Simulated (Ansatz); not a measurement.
Start from `O[SiH2][O][AlH2]` and change one atom or group to get `O[SiH2]O[SiH2][SiH3]`.

Ansatz, PBE0-D4/def2-TZVP geometries, multiplicity 1. Each molecule was computed in one conformer, which needn't be the lowest.

| property | `O[SiH2][O][AlH2]` |
| --- | --- |
| LUMO energy (PBE0/def2-TZVPP) / eV | -1.18 |
| HOMO–LUMO gap (PBE0/def2-TZVPP) / eV | 7.14 |
| size of the dipole moment (B3LYP/def2-TZVPP) / D | 1.42 |
| LUMO energy (PBE/def2-TZVPP) / eV | -1.96 |
| LUMO energy (ωB97M-V/def2-TZVPP) / eV | 0.40 |
| LUMO energy (B3LYP/def2-TZVPP) / eV | -1.41 |

Question: Give the same properties after the change, and the shifts. (An estimate is asked.)

Answer: Computed: 
```tsv
property	`O[SiH2]O[SiH2][SiH3]`	shift
LUMO energy (PBE0/def2-TZVPP) / eV	-0.40	0.78
HOMO–LUMO gap (PBE0/def2-TZVPP) / eV	7.54	0.40
size of the dipole moment (B3LYP/def2-TZVPP) / D	1.09	-0.33
LUMO energy (PBE/def2-TZVPP) / eV	-1.26	0.70
LUMO energy (ωB97M-V/def2-TZVPP) / eV	1.34	0.94
LUMO energy (B3LYP/def2-TZVPP) / eV	-0.56	0.85
```

With PBE0 the HOMO rises by 0.38 eV and the LUMO rises by 0.78 eV, so the gap widens by about 0.40 eV. PBE moves the HOMO by 0.22 eV and ωB97M-V by 0.55 eV. Dipoles are sizes alone; their direction can turn.

B3LYP here is the variant with VWN-RPA as its local correlation; programs differ in this.
